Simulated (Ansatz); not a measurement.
A made-up structure of CH2OSe, closed shell:

```xyz
5
angstrom
O -0.6286 -0.6439 1.1249
C -0.4458 -0.4508 -0.0346
Se 0.7990 0.8132 -0.7848
H -0.9817 -0.9871 -0.8393
H -0.1306 -1.4130 -0.3485
```

It is relaxed with PBE-D4/def2-SVP and then PBE0-D4/def2-TZVP (Ansatz 0.2.0). Atoms count as bonded within 1.22 times the sum of their covalent radii (H–H: 0.88 Å). The end point is not checked to be a true minimum.

(1) Does its bonding change? (A judgement: the text doesn't fix the answer.)

Results:

(1) Computed: Yes. Formed: Se3–H4; broken: C2–H4.

Where it ends: The first stage lowers the energy by 3.97 eV in 24 steps. It ends as CH₂OSe ([O][CH][SeH]):
```
5
angstrom
O -0.2748 -0.8211 1.5794
C -0.3079 -0.8419 0.3909
Se -0.1021 0.7393 -0.6921
H -0.2453 0.0008 -1.9536
H -0.4576 -1.7587 -0.2069
```

Labels in which every atom is bracketed show which atoms are joined, not bond orders.

For scale, one of the runs: PBE0-D4/def2-TZVP relaxation, 122 basis functions, launched by `ansatz run in.yaml --threads 2 --pin off --events-out ev --progress --plain --max-ram 4352MiB`. The run took about 11 s on 2 CPU threads of an Arm Neoverse V2 (shared host).
